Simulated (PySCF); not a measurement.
Relaxation of singlet SiSCl2

These are results of PBE0 in PySCF with Si def2-TZVP, S def2-TZVP, Cl def2-TZVP; no relativity; density-fitted integrals, not measurements. A (50,194) grid was used.

A hand-made trigonal pyramidal start, of Cs symmetry, held to at least that symmetry:

```xyz
4
charge 0 multiplicity 1, angstrom
Si   -0.0371   -0.0643   -0.7758
S    -0.9245   -1.6013    0.1678
Cl    1.8612   -0.0643    0.2336
Cl   -0.9863    1.5797    0.2336
```

At each step, columns x, y, z (Å) and Fx, Fy, Fz (eV/Å):

```
step 0  E − E(last) = 232.55 kJ/mol
Si  -0.037  -0.064  -0.776   0.069   0.107   4.611
S   -0.924  -1.601   0.168  -0.336  -0.580  -1.574
Cl   1.861  -0.064   0.234  -0.332   0.504  -1.521
Cl  -0.986   1.580   0.234   0.598  -0.031  -1.516
step 1  E − E(last) = 119.33 kJ/mol
Si  -0.039  -0.068  -0.564  -0.220  -0.375   3.429
S   -0.975  -1.689   0.090   0.025   0.042  -1.309
Cl   1.911  -0.032   0.167  -0.403   0.454  -1.063
Cl  -0.983   1.639   0.167   0.598  -0.121  -1.057
step 2  E − E(last) = 30.32 kJ/mol
Si  -0.056  -0.097  -0.302  -0.362  -0.630   1.667
S   -1.022  -1.771  -0.013   0.216   0.373  -0.685
Cl   1.933   0.029   0.087  -0.162   0.266  -0.490
Cl  -0.942   1.689   0.087   0.308  -0.009  -0.492
step 3  E − E(last) = 3.25 kJ/mol
Si  -0.080  -0.139  -0.113   0.050   0.090   0.492
S   -1.048  -1.815  -0.089   0.161   0.276  -0.171
Cl   1.941   0.082   0.031  -0.439   0.010  -0.160
Cl  -0.900   1.722   0.031   0.228  -0.375  -0.161
step 4  E − E(last) = 0.11 kJ/mol
Si  -0.082  -0.141  -0.053  -0.077  -0.130   0.074
S   -1.046  -1.812  -0.112   0.082   0.139  -0.026
Cl   1.921   0.094   0.012  -0.001  -0.006  -0.024
Cl  -0.879   1.710   0.012  -0.004  -0.002  -0.025
step 5  E − E(last) = 0.02 kJ/mol
Si  -0.084  -0.145  -0.041   0.055   0.099   0.013
S   -1.044  -1.808  -0.117  -0.037  -0.066  -0.007
Cl   1.920   0.094   0.009  -0.014  -0.015  -0.003
Cl  -0.878   1.709   0.009  -0.004  -0.018  -0.003
step 6  E − E(last) = 0.00 kJ/mol
Si  -0.082  -0.142  -0.038  -0.013  -0.019  -0.012
S   -1.044  -1.809  -0.118   0.013   0.019   0.004
Cl   1.921   0.092   0.008  -0.001  -0.001   0.004
Cl  -0.881   1.709   0.008   0.001   0.000   0.003
step 7  E − E(last) = 0.00 kJ/mol
Si  -0.082  -0.143  -0.040  -0.003  -0.002   0.001
S   -1.044  -1.808  -0.117   0.001  -0.001  -0.001
Cl   1.920   0.092   0.008   0.003  -0.001   0.000
Cl  -0.881   1.709   0.008  -0.001   0.004   0.000
```

It ends at C2v with Si–Cl 2.017 Å (×2), Si–S 1.925 Å; Cl–Si–Cl 106.6°, Cl–Si–S 126.7° (×2). A frequency run shows a minimum. Other isomers or separated fragments may lie lower.

The relaxation took roughly 60 core-seconds on a shared host.
